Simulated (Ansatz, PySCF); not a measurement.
PySCF was given this input:
```python
from pyscf import gto, scf, dft

mol = gto.M(
    atom='''
Nb    0.000000    0.000000    0.000000
''',
    basis='def2-tzvp',
    ecp={'Nb': 'def2-tzvp'},
    charge=0,
    spin=5,
    verbose=4,
)

mf = dft.UKS(mol)
mf.xc = 'pbe0'
mf.grids.atom_grid = (99, 590)
mf.grids.prune = None
mf.kernel()
```

**Question.** Write the same job for Ansatz (a quantum-chemistry and plane-wave program).

**Answer.** Several could match; the one computed here: 
Ansatz 0.2 input:
```yaml
crystal:
  periodic: [false, false, false]
  atoms:
    - {symbol: Nb, position_ang: [0.00000000, 0.00000000, 0.00000000]}
basis:
  gaussian:
    orbitals: def2-TZVP
hamiltonian:
  xc: pbe0
magnetization: {spin_polarized: true, initial_magnetization: 5}
accuracy: high
```

Both were run: PySCF gave -56.819523 Eh and Ansatz -56.819523 Eh, 0.000 mEh apart.
